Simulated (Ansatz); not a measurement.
Geometry optimisation, Ansatz 0.2.0, RHF/def2-SVP.

The input (input.yaml):

```yaml
crystal:
  periodic: [false, false, false]
  atoms:
    - { symbol: Si, position_ang: [-0.083188, 0.010803, 0.009886] }
    - { symbol: O, position_ang: [-0.356513, -0.282027, 1.605754] }
    - { symbol: Si, position_ang: [-1.391325, -0.28547, 2.897451] }
    - { symbol: H, position_ang: [-2.617057, -1.037928, 2.557992] }
    - { symbol: H, position_ang: [-0.701558, -0.936013, 4.029133] }
    - { symbol: H, position_ang: [-1.748213, 1.101141, 3.259545] }
    - { symbol: "N", position_ang: [1.549317, 0.195577, -0.360522] }
    - { symbol: H, position_ang: [2.248483, -0.499819, -0.195702] }
    - { symbol: H, position_ang: [1.850442, 0.913042, -0.989661] }
    - { symbol: Cl, position_ang: [-0.983631, 1.80008, -0.484676] }
    - { symbol: Cl, position_ang: [-1.059808, -1.457781, -1.062354] }
    - { symbol: H, position_ang: [1.148965, -2.264122, 0.687314] }
    - { symbol: H, position_ang: [1.051086, -1.978782, 1.32844] }
basis:
  gaussian: { orbitals: def2-SVP }
hamiltonian:
  xc: hf
relax:
  f_tol: 0.03
  max_steps: 50
```

Command:

```bash
$ ansatz run input.yaml --threads 4 --pin off --max-ram 5120MiB --backend cpu --events-out ev --progress --plain --runs-dir out
```

Task: Where does it end, and by what steps?

Result: The forces met the threshold. The force dipped under the threshold on the way, but the program's further checks kept it going. After 33 steps the energy has fallen by 0.339 eV; H13 moved furthest, 1.95 Å.

```json
{"step": "0", "energy less start (eV)": "0.0000", "largest force component (eV/Å)": "1.315", "accepted": "yes"}
{"step": "2", "energy less start (eV)": "-0.2448", "largest force component (eV/Å)": "0.296", "accepted": "yes"}
{"step": "4", "energy less start (eV)": "-0.3089", "largest force component (eV/Å)": "0.172", "accepted": "yes"}
{"step": "6", "energy less start (eV)": "-0.3152", "largest force component (eV/Å)": "0.040", "accepted": "yes"}
{"step": "8", "energy less start (eV)": "-0.3120", "largest force component (eV/Å)": "0.238", "accepted": "no"}
{"step": "10", "energy less start (eV)": "-0.3227", "largest force component (eV/Å)": "0.103", "accepted": "yes"}
{"step": "12", "energy less start (eV)": "-0.3182", "largest force component (eV/Å)": "0.555", "accepted": "no"}
{"step": "14", "energy less start (eV)": "-0.3266", "largest force component (eV/Å)": "0.028", "accepted": "yes"}
{"step": "16", "energy less start (eV)": "-0.3290", "largest force component (eV/Å)": "0.204", "accepted": "yes"}
{"step": "18", "energy less start (eV)": "-0.3309", "largest force component (eV/Å)": "0.214", "accepted": "yes"}
{"step": "20", "energy less start (eV)": "-0.3331", "largest force component (eV/Å)": "0.055", "accepted": "yes"}
{"step": "22", "energy less start (eV)": "-0.3336", "largest force component (eV/Å)": "0.027", "accepted": "yes"}
{"step": "24", "energy less start (eV)": "-0.3349", "largest force component (eV/Å)": "0.081", "accepted": "yes"}
{"step": "26", "energy less start (eV)": "-0.3366", "largest force component (eV/Å)": "0.039", "accepted": "yes"}
{"step": "28", "energy less start (eV)": "-0.3373", "largest force component (eV/Å)": "0.036", "accepted": "yes"}
{"step": "30", "energy less start (eV)": "-0.3378", "largest force component (eV/Å)": "0.067", "accepted": "yes"}
{"step": "32", "energy less start (eV)": "-0.3381", "largest force component (eV/Å)": "0.077", "accepted": "no"}
{"step": "33", "energy less start (eV)": "-0.3388", "largest force component (eV/Å)": "0.024", "accepted": "yes"}
```

```xyz
13
Properties=species:S:1:pos:R:3
Si -0.227 0.301 -0.031
O -0.564 0.194 1.540
Si -1.469 -0.011 2.908
H -2.696 -0.768 2.587
H -0.662 -0.757 3.893
H -1.829 1.313 3.454
N 1.410 0.651 -0.243
H 2.106 0.256 0.358
H 1.783 0.967 -1.116
Cl -1.343 1.774 -0.933
Cl -0.820 -1.480 -0.905
H 1.349 -3.428 0.663
H 1.870 -3.733 1.106
```

Whether the end is a true minimum wasn't checked by a vibrational analysis.

The run took 54 s on 4 threads of Arm Neoverse V1 (shared host), peak memory 0.35 GiB.
